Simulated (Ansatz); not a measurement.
OZn (SMILES [O]=[Zn]), singlet, geometry from GFN2-xTB (such geometries of metal compounds can be far from the true shape); R2SCAN/STO-3G in Ansatz (a first-principles code).

Ansatz was given this input:
Ansatz 0.2 input:
```yaml
crystal:
  periodic: [false, false, false]
  atoms:
    - {symbol: Zn, position_ang: [-0.00000000, -0.00000000, -0.33822725]}
    - {symbol: O, position_ang: [0.00000000, 0.00000000, 1.26835217]}
basis:
  gaussian:
    orbitals: STO-3G
    occupation: {up: {"A1": 10, "A2": 2, "B1": 4, "B2": 3}, down: {"A1": 10, "A2": 2, "B1": 4, "B2": 3}}
hamiltonian:
  xc: r2scan
```

What the program printed (banner, timings and long lists left out):

```
Functional definition: r2SCAN
230 factors; integrals over basis functions are off by at most 4.7e-4 eV
Error: 2 electrons of one spin were asked for in irrep 3 (counted from 0), which has 1 orbitals
```

The input was rejected before any calculation.
